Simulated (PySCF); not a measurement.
**B (boron, neutral) across methods**

[He] 2s2 3d1, 2D determinant (an excited configuration). All numbers are calculated (PySCF 2.14, the spin-free X2C one-electron Hamiltonian (Gaussian nucleus), in x2c-QZVPPall with one added diffuse shell each of s, p, d, f type (8s5p4d3f1g, 73 functions)). The B2PLYP total includes its PT2 part (frozen core); its orbital energies are those of the SCF part.

```json
{"method": "PBE", "E (hartree)": "-24.3484", "mean ε 2s α (eV)": "-14.360", "mean ε 2s β (eV)": "-14.298", "mean ε 3d α (eV)": "0.250", "Σ⟨r²⟩ (bohr²)": "41.52", "⟨S²⟩": "0.750"}
{"method": "B2PLYP", "E (hartree)": "-24.3660", "mean ε 2s α (eV)": "-16.729", "mean ε 2s β (eV)": "-16.706", "mean ε 3d α (eV)": "-0.089", "Σ⟨r²⟩ (bohr²)": "41.69", "⟨S²⟩": "0.750"}
{"method": "r2SCAN", "E (hartree)": "-24.3615", "mean ε 2s α (eV)": "-14.595", "mean ε 2s β (eV)": "-14.572", "mean ε 3d α (eV)": "0.383", "Σ⟨r²⟩ (bohr²)": "41.70", "⟨S²⟩": "0.750"}
{"method": "M06-2X", "E (hartree)": "-24.3877", "mean ε 2s α (eV)": "-16.760", "mean ε 2s β (eV)": "-16.814", "mean ε 3d α (eV)": "-0.069", "Σ⟨r²⟩ (bohr²)": "41.67", "⟨S²⟩": "0.750"}
{"method": "TPSS", "E (hartree)": "-24.3981", "mean ε 2s α (eV)": "-14.578", "mean ε 2s β (eV)": "-14.536", "mean ε 3d α (eV)": "0.306", "Σ⟨r²⟩ (bohr²)": "41.74", "⟨S²⟩": "0.750"}
{"method": "LDA", "E (hartree)": "-24.0872", "mean ε 2s α (eV)": "-14.262", "mean ε 2s β (eV)": "-14.181", "mean ε 3d α (eV)": "0.448", "Σ⟨r²⟩ (bohr²)": "41.10", "⟨S²⟩": "0.750"}
{"method": "PBE0", "E (hartree)": "-24.3510", "mean ε 2s α (eV)": "-15.631", "mean ε 2s β (eV)": "-15.579", "mean ε 3d α (eV)": "0.006", "Σ⟨r²⟩ (bohr²)": "41.51", "⟨S²⟩": "0.750"}
{"method": "UHF", "E (hartree)": "-24.26139", "mean ε 2s α (eV)": "-18.595", "mean ε 2s β (eV)": "-18.564", "mean ε 3d α (eV)": "-0.467", "Σ⟨r²⟩ (bohr²)": "42.00", "⟨S²⟩": "0.750"}
```

**Question.** Estimate the same row for BP86.

**Answer.** E (hartree) = -24.3896; mean ε 2s α (eV) = -14.426; mean ε 2s β (eV) = -14.396; mean ε 3d α (eV) = 0.159; Σ⟨r²⟩ (bohr²) = 41.41; ⟨S²⟩ = 0.750.

The outer electron is Rydberg-like, and this basis confines it to a smaller radius and binds it less than a complete one would.

The highest occupied level is positive at PBE, r2SCAN, TPSS, LDA, PBE0, BP86: only the finite basis holds that electron, which in a density functional comes from self-interaction.
